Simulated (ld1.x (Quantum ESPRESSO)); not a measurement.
**Ca: one change to a TM potential, before and after**

```
Element                 : Ca (Z = 20)
Generator               : ld1.x (Quantum ESPRESSO) 7.5
Type                    : norm-conserving Troullier–Martins (Kleinman–Bylander form)
Functional              : PBE
Relativity              : scalar-relativistic
Frozen core             : [Ne]
Valence charge          : 10
Reference configuration : 3s2 3p6 3d0 4s1 4p1
Partial waves           : 3p (bound): rc 1.45 bohr; 3d (bound, empty): rc 2.50 bohr; 3s (bound): rc 1.30 bohr
Local potential         : the s channel
Core correction         : none
```

Occupied shells without a wave of their own: 4p, 4s. They enter only through the test configuration that unscreens the potential.

Change: all radii scaled by about 1.34 (s 1.74, p 1.94, d 3.34 bohr).

Cutoffs: the cutoffs (Ry, on a coarse ladder) from which the occupation-weighted sum of valence levels, in a spherical-Bessel basis at the reference potential, stays within 10 and 1 mRy of its value at 400 Ry; they do not see the model core or the augmentation charge, which bear on the density cutoff. Errors are all-electron minus pseudo energies relative to the spin-unpolarised reference configuration.

Q: How do hardness, ghosts and transferability respond?

A: The potential gets softer (80 Ry and 110 Ry → 30 Ry and 60 Ry); the miss of the reference levels goes from 0.06 to 0.34 eV; of the 7 tests that both files solve, the error grows in 7 and shrinks in 0 by more than 15 % and 0.3 meV (median size 49.7 → 315.0 meV); neither file shows a bound ghost. A larger radius leaves more room for a smooth pseudo-wave, so fewer plane waves are needed. More of the atom is replaced by a form fitted at one configuration, so other configurations suffer.

```tsv
quantity	base	changed
cutoff, loose	80 Ry	30 Ry
cutoff, tight	110 Ry	60 Ry
loose cutoff by channel (10 mRy a level)	p 25 Ry, s 60 Ry	p 25 Ry, s 25 Ry
bound ghosts	none	none
largest miss of a reference level, eV	0.06	0.34
error for 3s2 3p6 3d0 4s2 4p0, meV [ΔE -2.42 eV]	+43	+266
error for 3s2 3p6 3d0 4s1 4p0, meV [ΔE 3.89 eV]	-13	-74
error for 3s2 3p6 3d0 4s0 4p0, meV [ΔE 15.71 eV]	-124	-750
error for 3s2 3p5 3d0 4s2 4p0, meV [ΔE 32.25 eV]	+128	+714
error for 3s2 3p6 3d0 4s0 4p1, meV [ΔE 6.94 eV]	-76	-472
error for 3s2 3p6 3d0 4s0 4p2, meV [ΔE 2.53 eV]	-50	-315
error for 3s2 3p6 3d0 4s1.5 4p0, meV [ΔE 0.08 eV]	+20	+127
```

Changed file: The 4p, 4s levels have no wave, so the channel is fitted at the deeper level alone: the likely source of the large errors.
